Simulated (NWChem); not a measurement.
# InHOBrF; SMILES [OH][In]([F])[Br]

```xyz
5

In    -0.0125     0.6562     0.0000
F      1.7174     1.6118     0.0000
Br     0.0017    -1.8143     0.0000
O     -1.6860     1.7666     0.0000
H     -1.4154     2.7081     0.0000
```
Atoms are numbered in this order, from 1.

Program: NWChem. Medium grid unless said otherwise, to which SCAN and Minnesota functionals are sensitive. Geometry: optimised at PBE-D3(BJ)/def2-SVP. def2 effective core potentials on In; no spin-orbit coupling. Hybrids' shares of exact exchange are those that their runs print; pure functionals count as 0. The functionals differ in more than this share.

```csv
row,share of exact exchange,highest occupied level (eV)
PBE/def2-SVP,0.00,-7.27
BLYP/def2-SVP,0.00,-7.09
B3LYP/def2-SVP,0.20,-8.44
B3PW91/def2-SVP,0.20,-8.56
PBE0/def2-SVP,0.25,withheld
M06-2X/def2-SVP,0.54,-10.03
```

**Question.** Fit a straight line of the last column on the one before it, predict the withheld value, and compare with the run.

**Answer.** 
1. Means of the 5 shown rows: x = 0.188, y = -8.278. Slope Σ(x − x̄)(y − ȳ)/Σ(x − x̄)² = -1.035/0.1949 = -5.310; intercept -7.280.
2. The shown rows scatter about the line by 0.146 (root mean square); the largest residual is -0.22, at B3PW91/def2-SVP.
3. At x = 0.25 (PBE0/def2-SVP; inside the shown range) the line gives -8.61.
4. The run gives -8.78, -0.17 from the line, 1.2 times the scatter.
